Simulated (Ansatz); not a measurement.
CH₈BNSi, SMILES `B[SiH2]CN` at its PBE0-D4/def2-TZVP geometry, where that method's forces vanish. Charge 0, multiplicity 1.

```csv
atom,x (Å),y (Å),z (Å)
B1,-1.4247,1.8630,0.4287
Si2,-0.8407,0.0534,-0.2200
C3,0.9103,-0.4327,0.2885
N4,1.2994,-1.7083,-0.2971
H5,-0.6827,2.6410,0.9551
H6,-2.5576,2.2158,0.2728
H7,-1.8122,-0.9957,0.2033
H8,-0.8957,0.1121,-1.7173
H9,1.5845,0.4092,0.0581
H10,0.9126,-0.5305,1.3802
H11,2.2479,-1.9564,-0.0449
H12,1.2589,-1.6709,-1.3075
```

Question: For each bond, give half the difference of the two atoms' forces along it (eV/Å; positive pushes the atoms apart) under PBE-D4, r2SCAN-D4, B3LYP-D4, ωB97M-V in def2-TZVPP. (Best estimate.)

Answer: Ansatz gave: 
```json
{"bond": "B1–Si2", "length (Å)": "2.009", "PBE-D4": "-0.18", "r2SCAN-D4": "-0.04", "B3LYP-D4": "0.07", "ωB97M-V": "0.11"}
{"bond": "B1–H5", "length (Å)": "1.197", "PBE-D4": "0.10", "r2SCAN-D4": "-0.01", "B3LYP-D4": "-0.10", "ωB97M-V": "-0.12"}
{"bond": "B1–H6", "length (Å)": "1.197", "PBE-D4": "0.09", "r2SCAN-D4": "-0.02", "B3LYP-D4": "-0.10", "ωB97M-V": "-0.11"}
{"bond": "Si2–C3", "length (Å)": "1.887", "PBE-D4": "0.02", "r2SCAN-D4": "-0.02", "B3LYP-D4": "0.05", "ωB97M-V": "-0.01"}
{"bond": "Si2–H7", "length (Å)": "1.491", "PBE-D4": "0.12", "r2SCAN-D4": "0.00", "B3LYP-D4": "-0.09", "ωB97M-V": "-0.13"}
{"bond": "Si2–H8", "length (Å)": "1.500", "PBE-D4": "0.13", "r2SCAN-D4": "0.00", "B3LYP-D4": "-0.09", "ωB97M-V": "-0.13"}
{"bond": "C3–N4", "length (Å)": "1.457", "PBE-D4": "0.07", "r2SCAN-D4": "0.21", "B3LYP-D4": "0.27", "ωB97M-V": "0.31"}
{"bond": "C3–H9", "length (Å)": "1.103", "PBE-D4": "0.11", "r2SCAN-D4": "-0.02", "B3LYP-D4": "-0.09", "ωB97M-V": "-0.13"}
{"bond": "C3–H10", "length (Å)": "1.096", "PBE-D4": "0.12", "r2SCAN-D4": "-0.03", "B3LYP-D4": "-0.11", "ωB97M-V": "-0.11"}
{"bond": "N4–H11", "length (Å)": "1.012", "PBE-D4": "0.24", "r2SCAN-D4": "-0.01", "B3LYP-D4": "-0.06", "ωB97M-V": "-0.09"}
{"bond": "N4–H12", "length (Å)": "1.012", "PBE-D4": "0.24", "r2SCAN-D4": "0.00", "B3LYP-D4": "-0.04", "ωB97M-V": "-0.07"}
```

B3LYP here is the variant with VWN-RPA as its local correlation; programs differ in this.
